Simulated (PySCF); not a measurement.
Computed shifts of a molecule C₂H₆ClNSi, PBE/pcSseg-1 in PySCF, GIAO, gas phase, equivalent atoms averaged, in ppm (number of nuclei): ²⁹Si: -12.6 (1). ¹⁵N: 45.3 (1). ¹³C: 149.7 (1), 140.0 (1). ¹H: 6.84 (2), 6.55 (1), 5.78 (1), 1.43 (1), 1.15 (1). References: ²⁹Si against TMS (σ = 335.4 ppm); ¹⁵N against NH3 (σ = 267.0 ppm); ³⁵Cl against HCl (σ = 936.5 ppm); ¹³C against TMS (σ = 182.0 ppm); ¹H against TMS (σ = 31.49 ppm), references at their B3LYP-D3(BJ)/def2-TZVP geometries, non-relativistic (without spin–orbit terms, shifts of atoms bonded to Cl or Br come out too high). Geometry: PBE0-D3(BJ)/def2-SVP. Other conformers were not sampled.

Q: Identify the compound among the candidates.
(A) C/N=C\[SiH2]Cl
(B) Cl[SiH]1CNC1
(C) CN(C)[Si]Cl
(D) C=C[SiH](N)Cl

A: D, C=C[SiH](N)Cl
